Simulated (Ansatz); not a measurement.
`BC[SiH2][NH][AlH2]` and `BC[SiH3]` differ in one atom or group.

Ansatz, PBE0-D4/def2-TZVP geometries, multiplicity 1. Each molecule was computed in one conformer, which needn't be the lowest.

| property | `BC[SiH2][NH][AlH2]` |
| --- | --- |
| LUMO energy (PBE/def2-TZVPP) / eV | -2.28 |
| HOMO–LUMO gap (PBE/def2-TZVPP) / eV | 4.26 |
| HOMO energy (B3LYP/def2-TZVPP) / eV | -7.53 |
| HOMO–LUMO gap (B3LYP/def2-TZVPP) / eV | 6.01 |
| LUMO energy (B3LYP/def2-TZVPP) / eV | -1.51 |
| size of the dipole moment (PBE/def2-TZVPP) / D | 1.76 |

**Question.** What does the change do to each property? (Best estimate.)

**Answer.** Ansatz gave: 
```csv
property,`BC[SiH3]`,shift
LUMO energy (PBE/def2-TZVPP) / eV,-2.35,-0.07
HOMO–LUMO gap (PBE/def2-TZVPP) / eV,5.32,1.06
HOMO energy (B3LYP/def2-TZVPP) / eV,-8.82,-1.29
HOMO–LUMO gap (B3LYP/def2-TZVPP) / eV,7.24,1.23
LUMO energy (B3LYP/def2-TZVPP) / eV,-1.59,-0.08
size of the dipole moment (PBE/def2-TZVPP) / D,1.02,-0.74
```

With PBE0 the HOMO falls by 1.29 eV and the LUMO falls by 0.07 eV, so the gap widens by about 1.22 eV. PBE moves the HOMO by -1.13 eV and ωB97M-V by -1.27 eV. Dipoles are sizes alone; their direction can turn.

B3LYP here is the variant with VWN-RPA as its local correlation; programs differ in this.
